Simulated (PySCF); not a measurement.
**Molecular orbitals of SnHg**

BHandHLYP at R = 2.877 Å; basis Sn cc-pVDZ-PP with ECP28, Hg cc-pVDZ-PP with ECP60; scalar-relativistic core potentials; PySCF 2.14. State: ³Σ⁻ (triplet), unpaired electrons π ↑↑. Only the outer orbitals are listed, counted within each symmetry, core potentials removing the inner ones.

```json
{"spin": "α", "orbital": "7σ", "occ.": "1", "ε (eV)": "-13.26", "on Sn (%)": "68", "main shells (%)": "68 Sn s, 23 Hg d"}
{"spin": "α", "orbital": "8σ", "occ.": "1", "ε (eV)": "-8.84", "on Sn (%)": "20", "main shells (%)": "81 Hg s, 10 Sn p, 9 Sn s"}
{"spin": "α", "orbital": "5π", "occ.": "1", "ε (eV)": "-5.50", "on Sn (%)": "93", "main shells (%)": "93 Sn p"}
{"spin": "α", "orbital": "5π", "occ.": "1", "ε (eV)": "-5.50", "on Sn (%)": "93", "main shells (%)": "93 Sn p"}
{"spin": "α", "orbital": "9σ", "occ.": "0", "ε (eV)": "-2.17", "on Sn (%)": "59", "main shells (%)": "59 Sn p, 31 Hg p, 10 Hg s"}
{"spin": "α", "orbital": "6π", "occ.": "0", "ε (eV)": "-0.06", "on Sn (%)": "7", "main shells (%)": "93 Hg p"}
{"spin": "α", "orbital": "6π", "occ.": "0", "ε (eV)": "-0.06", "on Sn (%)": "7", "main shells (%)": "93 Hg p"}
{"spin": "β", "orbital": "7σ", "occ.": "1", "ε (eV)": "-11.78", "on Sn (%)": "72", "main shells (%)": "72 Sn s, 18 Hg s"}
{"spin": "β", "orbital": "8σ", "occ.": "1", "ε (eV)": "-8.53", "on Sn (%)": "26", "main shells (%)": "74 Hg s, 19 Sn s"}
{"spin": "β", "orbital": "9σ", "occ.": "0", "ε (eV)": "-1.90", "on Sn (%)": "57", "main shells (%)": "57 Sn p, 35 Hg p"}
{"spin": "β", "orbital": "5π", "occ.": "0", "ε (eV)": "-1.41", "on Sn (%)": "65", "main shells (%)": "65 Sn p, 35 Hg p"}
{"spin": "β", "orbital": "5π", "occ.": "0", "ε (eV)": "-1.41", "on Sn (%)": "65", "main shells (%)": "65 Sn p, 35 Hg p"}
```

Task: Which are the highest filled and the lowest empty level, where do they sit, and how wide is the gap?

Result: Highest filled α 5π at -5.50 eV (in %: 93 Sn p); lowest empty α 9σ at -2.17 eV (in %: 59 Sn p, 31 Hg p, 10 Hg s); the gap at BHandHLYP is 3.33 eV.

| Quantity | Value |
| --- | --- |
| bond order (Mayer) | 0.65 |
| ⟨S²⟩ | 2.005 |
| charge on Sn (Mulliken, basis-dependent) | -0.02 |
| charge on Sn (Löwdin, basis-dependent) | -0.02 |
| dipole moment (positive dipole means Sn(−)Hg(+)) | 1.31 D |

Spin–orbit coupling is left out. The state was picked by a PBE0 search and need not be the measured ground state.
